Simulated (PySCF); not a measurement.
Cartesian coordinates (Å):
SMILES: B
```xyz
4

B      0.0000     0.0000     0.0001
H     -0.2369     1.1697     0.0000
H     -0.8945    -0.7900    -0.0039
H      1.1314    -0.3797     0.0039
```
Charge 0, multiplicity 1.

Predict the dipole moment, LUMO and adiabatic ionisation energy (no zero-point term) from TPSSh-D3(BJ)/def2-TZVP // PBE0-D3(BJ)/def2-TZVP run with PySCF 2.14.0.


```json
{
 "dipole_moment": "0.00 D",
 "LUMO": "-2.31 eV",
 "adiabatic ionisation energy (no zero-point term)": "11.86 eV"
}
```
